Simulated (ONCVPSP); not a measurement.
# What one change does to a pseudopotential (Pr, ONCV)

* Element: Pr
* Generator: ONCVPSP 4.0.1
* Type: optimised norm-conserving Vanderbilt (ONCV)
* Functional: PBE
* Relativity: scalar-relativistic
* Frozen core: [Xe] 4f2
* Valence charge: 3
* Reference configuration: 5d1 6s2
* Partial waves: 6s: rc 3.95 bohr, ncon 4, nbas 8, qcut 2 1/bohr, 1 projector; p scattering state at 0.2 Ha: rc 4.25 bohr, ncon 4, nbas 7, qcut 2.1 1/bohr, 2 projectors, debl 0.3 Ha; 5d: rc 3.60 bohr, ncon 4, nbas 9, qcut 3.7 1/bohr, 2 projectors, debl 1.3 Ha
* Local potential: polynomial inside 2.25 bohr (lpopt 3, dvloc0 4 Ha)
* Core correction: polynomial model core, fcfact 0.6

In the p channel the program set the typed energies aside and used 0.050, 0.350 Ha.

Change: core correction Teter function, fcfact 2.75, rcfact 1.2.

Cutoffs: the cutoffs (Ha) at which the residual kinetic energy of the hardest occupied pseudo-wave falls to 1 and 0.1 mHa per electron; they do not see the model core or the augmentation charge, which bear on the density cutoff. Errors are all-electron minus pseudo energies relative to the spin-unpolarised reference configuration.

Task: Predict the effect on cutoff, ghosts and configuration errors.

Result: The potential gets neither clearly harder nor softer (5.0 Ha and 6.0 Ha → 5.0 Ha and 6.0 Ha); of the 4 tests that both files solve, the error grows in 1 and shrinks in 3 by more than 15 % and 0.3 meV (median size 8.7 → 4.2 meV); neither file shows a bound ghost. A model core, the more so a compact one, raises the density cutoff, which this test does not measure.

| quantity | base | changed |
| --- | --- | --- |
| cutoff, loose | 5.0 Ha | 5.0 Ha |
| cutoff, tight | 6.0 Ha | 6.0 Ha |
| bound ghosts | none | none |
| GHOST(+) flags under 300 eV | none | none |
| error for 5d1 6s1, meV [ΔE 6.17 eV] | -5.4 | +4.2 |
| error for 5d1 6s0, meV [ΔE 17.43 eV] | -53 | +116 |
| error for 5d1 6s1.5, meV [ΔE 2.48 eV] | -1.0 | -0.1 |
| error for 5d1.5 6s1.5, meV [ΔE 0.46 eV] | -12 | +4.2 |
| s: phases at 4.00 bohr within 0.05 rad from the reference energy up to (Ha; the scan ends near 5) | 0.4 | 0.4 |
| p: phases at 4.32 bohr within 0.05 rad from the reference energy up to (Ha; the scan ends near 5) | 0.9 | 0.9 |
| d: phases at 3.66 bohr within 0.05 rad from the reference energy up to (Ha; the scan ends near 5) | 2.5 | 2.5 |
| rms error of d²Exc/dni dnj with the model core, mHa | 1.20 | 9.07 |
